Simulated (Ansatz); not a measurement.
TaSF₃⁺. The state is a doublet with charge 1. Geometry PBE0-D4/def2-SVP, that of the neutral singlet; atoms count from 1.

```xyz
5

Ta   -0.0418    0.0065    0.0827
S     0.9218   -0.1506   -1.8308
F    -1.7096   -0.8187   -0.0590
F    -0.2132    1.8223    0.4770
F     1.0428   -0.8594    1.3301
```

In the def2 sets Ta takes a core potential; there is no spin–orbit coupling.

(1) Estimate the Mulliken populations from the PBE0/def2-TZVP orbitals of Ansatz.

(2) Where does the spin sit?

(3) And the Mayer bond orders between heavy atoms (over 0.3)?

Answers

(1) 
```tsv
atom	charge (e)	spin (α − β)	d electrons
Ta1	1.70	0.04	2.47
S2	0.10	0.90	–
F3	-0.26	0.03	–
F4	-0.27	0.00	–
F5	-0.27	0.02	–
```
Mulliken values depend strongly on the basis.

(2) Summed by element: Ta 0.04, S 0.90, F 0.05, of 1 unpaired in all. Largest on single atoms: S2 0.90, Ta1 0.04, F3 0.03.

(3) Ta1–S2 1.59 (2.15 Å); Ta1–F3 1.17 (1.87 Å); Ta1–F4 1.14 (1.87 Å); Ta1–F5 1.15 (1.87 Å).
